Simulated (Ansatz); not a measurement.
Cost and result up the ladder for Ti(OH)4 (TiO₄H₄) (9 atoms). Charge 0, multiplicity 1. Geometry: PBE-D4/def2-SVP.

```xyz
9

Ti    0.001   -0.001    0.001
O    -0.356    0.511    1.699
H    -0.129    1.375    2.084
O     1.407   -1.138   -0.026
H     1.766   -1.604    0.749
O     0.423    1.439   -1.008
H    -0.167    1.867   -1.653
O    -1.473   -0.815   -0.662
H    -1.473   -1.636   -1.184
```

Ansatz on 4 threads of Arm Neoverse V2 on a shared host. Times are rough, and most runs start from the orbitals of an earlier one. ωB97X-V/def2-TZVP serves as the yardstick here, not as an exact answer. Differences are given only for rows in sets of like size (and for xTB, whose basis is part of the method), since another set adds its own error. Binding counts from free atoms at the same level (Ti triplet, O triplet, H doublet; other spins of the atoms weren't run), without zero-point energy or a counterpoise term.

The 6-31G sets use Cartesian d functions. B3LYP takes the VWN-RPA correlation. HSE06 is defined as in plane-wave codes, on full-range PBE exchange. Correlated methods freeze 9 core orbitals; core or outer-core shells of Ti are correlated, in sets that lack core-valence functions.

Correlated methods converge slowly with the basis.

| level | functions | binding energy per atom (eV) | difference from ωB97X-V/def2-TZVP (eV) |
| --- | --- | --- | --- |
| PBE0-D4/def2-TZVPD | 244 | 4.20 | -0.03 |
| ωB97X-V/def2-TZVP | 193 | 4.23 | 0.00 |
| PBE0-D4/def2-TZVP (with forces) | 193 | 4.19 | -0.04 |
| PBE-D4/def2-SVP | 107 | 4.49 | – |
| CCSD(T)/def2-TZVP | 193 | 4.11 | -0.12 |
| HF/6-31G | 73 | 2.33 | – |
| B3LYP-D4/6-31G | 73 | 4.04 | – |
| PBE0-D4/def2-SVP | 107 | 4.20 | – |
| HSE06-D4/def2-TZVP | 193 | 4.20 | -0.03 |
| B97M-V/def2-TZVP | 193 | 4.27 | 0.03 |
| B3LYP-D4/def2-TZVP | 193 | 4.24 | 0.01 |
| r2SCAN0-D4/def2-TZVP | 193 | 4.11 | -0.13 |

Task: Estimate how long each takes.

Result: HF/6-31G 0.35 s; PBE-D4/def2-SVP 0.85 s; B3LYP-D4/6-31G 1.1 s; PBE0-D4/def2-SVP 1.2 s; B3LYP-D4/def2-TZVP 2.1 s; HSE06-D4/def2-TZVP 2.2 s; PBE0-D4/def2-TZVP (with forces) 3 s; PBE0-D4/def2-TZVPD 3.5 s; r2SCAN0-D4/def2-TZVP 3.6 s; ωB97X-V/def2-TZVP 6.5 s; B97M-V/def2-TZVP 6.5 s; CCSD(T)/def2-TZVP 96 s. On shared hardware such times vary by a factor of up to 3.
